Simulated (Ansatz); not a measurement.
Consider the redistribution: `[OH][Al]([F])[F]` + `[F][GeH]([F])[O][SiH3]` → `[OH][Al]([F])[O][SiH3]` + `[F][GeH]([F])[F]`.

Program: Ansatz. Geometries: PBE0-D4/def2-TZVP. ΔE: electronic, gas phase. CCSD(T)/CBS adds triple-zeta CCSD(T) − MP2 to the extrapolated MP2 energy (def2 sets, frozen cores). DFT in def2-TZVPP. For Ge outer-core shells are correlated without core-valence functions, which leaves a few kJ/mol of doubt a bond. Scalar relativity is left out up to krypton. Each species was taken in one conformer, which may not be the lowest.

```csv
level,ΔE (kJ/mol)
revPBE,11.1
HF/def2-QZVPP,10.4
```

Problem. What does CCSD(T)/CBS give? (Best estimate.)

Solution. Ansatz gave: +19.7 kJ/mol. The listed levels differ from it by -8.6, -9.3 kJ/mol.

Largest T1 diagnostic among the species: 0.013.

At CCSD(T), def2-SVP lies −4.1 kJ/mol from the extrapolated value and def2-TZVPP −3.5 kJ/mol. In def2-TZVPP, CCSD(T) changes the Hartree–Fock value by +6.0 kJ/mol (the triples alone add +0.6 kJ/mol) and MP2 by +7.2 kJ/mol.
